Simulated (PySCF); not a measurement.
**Relaxation of singlet BeI₂**

Method: PySCF, PBE0, basis Be def2-TZVP, I def2-TZVP with ECP28 (scalar-relativistic core potentials, no spin–orbit coupling, density fitting). A (50,194) grid was used.

A hand-made bent start, of C2v symmetry, held to at least that symmetry:

Coordinates in bohr (charge 0 multiplicity 1):
```
Be    0.0000    0.0000   -2.4598
I     3.6377    0.0000    0.0873
I    -3.6377    0.0000    0.0873
```

What forces act on the atoms at the start (eV/Å)?


```json
{"atom": "Be1", "Fx": "0.00", "Fy": "0.00", "Fz": "2.82"}
{"atom": "I2", "Fx": "-0.62", "Fy": "0.00", "Fz": "-1.41"}
{"atom": "I3", "Fx": "0.62", "Fy": "0.00", "Fz": "-1.41"}
```

What does it relax to?

It ends at D∞h with Be–I 2.162 Å (×2); I–Be–I 180.0° (after a last refinement on a finer grid). A frequency run shows a minimum. Other isomers or separated fragments may lie lower.

How much energy is released, and in how many steps?

123.0 kJ/mol in 8 steps.
